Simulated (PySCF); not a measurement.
Geometries of 2 isomers of C5H5FO, from PBE0-D3(BJ)/def2-SVP geometry optimisation, gas phase (PySCF 2.14.0). One conformer each, no zero-point energy, no frequencies.

Question: Which is lower in electronic energy at this level?
A.
```xyz
12
angstrom
F     -0.692   -0.308    2.097
C     -0.754   -0.518    0.714
C      0.525   -1.120    0.246
C      1.382   -0.450   -0.535
O      1.145    0.779   -1.042
C     -0.046    1.346   -0.751
C     -0.982    0.779    0.020
H     -1.605   -1.208    0.573
H      0.801   -2.116    0.596
H      2.348   -0.838   -0.861
H     -0.158    2.313   -1.243
H     -1.922    1.310    0.179
```
B.
```xyz
12
angstrom
O      2.416    0.548    0.433
C      1.268    0.363    0.122
C      0.312    1.313   -0.481
C     -0.921    0.779   -0.468
C     -0.966   -0.589    0.148
C      0.507   -0.964    0.286
F      0.808   -1.580    1.464
H      0.595    2.305   -0.835
H     -1.819    1.275   -0.846
H     -1.559   -1.303   -0.444
H     -1.421   -0.549    1.153
H      0.820   -1.626   -0.543
```

Answer: B. That is `O=C1C=CC[C@@H]1F`, 11.6 kcal/mol below the other.

```
          SMILES                         atoms numbered as above      E (Eh)  relative (kcal/mol)  relative (kJ/mol)  dipole (D)
O=C1C=CC[C@@H]1F  [O:1]=[C:2]1[CH:3]=[CH:4][CH2:5][C@@H:6]1[F:7]  -367.91040                  0.0                0.0        4.35
     FC1C=COC=C1    [F:1][CH:2]1[CH:3]=[CH:4][O:5][CH:6]=[CH:7]1  -367.89191                 11.6               48.6        1.78
```

As drawn, the lower has a C=O bond, which the higher lacks.
